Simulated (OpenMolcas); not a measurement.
**What dynamic correlation does to the levels of neutral platinum**

```json
{
 "Program": "OpenMolcas",
 "Basis": "ANO-RCC-VTZP [8s7p5d3f1g]",
 "Scalar Hamiltonian": "DKH2, point nucleus",
 "Active space": "10 electrons in 9 orbitals (RAS2 5d 6s; RAS3 6p, at most 2 electrons)",
 "State averaging": "2S+1 = 3 even, 15 roots; 2S+1 = 1 even, 20 roots kept (CI in the orbitals of an earlier block); 2S+1 = 3 odd, 3 roots; 2S+1 = 5 odd, 5 roots kept (CI in the orbitals of an earlier block); 2S+1 = 1 odd, 5 roots kept (CI in the orbitals of an earlier block, 0 in the spin-orbit step)",
 "Spin-orbit coupling": "RASSI with atomic mean-field integrals over the reference wave functions, term energies averaged over their components"
}
```

Methods on the same reference wave functions:
A. RASSCF
B. SS-RASPT2, IPEA 0.25 Eh, imaginary shift 0.1 Eh (closed shells correlated: 5s 5p)
C. MS-RASPT2, IPEA 0.25 Eh, imaginary shift 0.1 Eh (closed shells correlated: 5s 5p)

Energies in cm⁻¹ above 5d⁹ 6s ³D₃, the measured ground level; measured values from NIST Handbook of Basic Atomic Spectroscopic Data.

```
      Level      A      B      C  Measured
5d⁸ 6s² ³F₄  -6671   -384   -384       824
 5d⁹ 6s ³D₃    0.0    0.0    0.0       0.0
5d⁸ 6s² ³F₃   2469   8860   8860     10117
 5d⁹ 6s ³D₁  10434  10430  10430     10132
5d⁸ 6s² ³P₁  14505  17660  17660     18567
5d⁸ 6s² ³P₀  15187  20690  20690          
5d⁸ 6s² ¹G₄  17341  21010  21010     21967
```

A puts 5d⁸ 6s² ³F₄ lowest. B puts 5d⁸ 6s² ³F₄ lowest. C puts 5d⁹ 6s ¹D₂ [62 %] lowest.

Deviations, from unrounded energies. A percentage is the sum of absolute deviations over the sum of measured energies, with the sign that they share, or ± where signs differ.

```tsv
Against measurement	Levels	A	B	C
mean absolute deviation (cm-1)	5	4800	930	930
fine structure of the ground term (%)	1	+3.0	+3.0	+3.0
other configurations (%)	4	-46.3	-8.4	-8.4
```

B, C lie about equally close to measurement and A furthest from it. The largest miss of B in the table is 5d⁸ 6s² ³F₃, by -1300 cm-1. The ranking rests on the paired levels alone, and a cruder setting can come out closer through cancelling errors.

Between B and C no level of the table moves by more than 5 cm-1.

The two smallest mean deviations differ by little beside CASPT2's spread within terms, so their order carries little weight.

The lowest spin-free term lies below A's lowest term by 0.531 hartree in B, 0.533 hartree in C.

CASPT2 breaks the degeneracy within a term, and the mean is taken; among the terms shown or strongly mixed into the levels shown the widest spread is 980 cm-1 (5d⁸ 6s² ¹G, C). Over all roots computed the reference weight is 0.83 to 0.90 in B, 0.83 to 0.90 in C; the roots of lowest weight are the least certain, and an intruder state may touch them. Some high roots are left out of the spin-orbit mixing, which shifts the levels that they would mix with. Terms from blocks run as CI alone lack orbitals of their own. The lowest computed level is not the ground level that NIST lists (3D3). Configurations are named by rounded mean occupations; where the s occupation lies near a half they are strongly mixed, a name can repeat and a true partner stay unpaired. A single d shell beside an s shell can misplace configurations of different d count against each other. Without dynamic correlation excited terms often stand tens of per cent too high (terms of higher spin than the ground term too low), and those without a measured partner can miss by more than the paired ones (holds for A). The lowest spin-free term belongs to 5d⁹ 6s, not to the configuration of the lowest level (holds for B). Measured partners are found by configuration, term and J. A level has none where our copy of the source lacks it or the pairing is in doubt (some pairs that miss far off the trend of their configuration count as doubtful), and it then counts in no deviation. Only configurations of the active space appear. Levels that lie high or do not pair safely by name in every column are left out.

A share in square brackets marks a mixed level and gives the weight of the term that names it, the lowest over the columns.
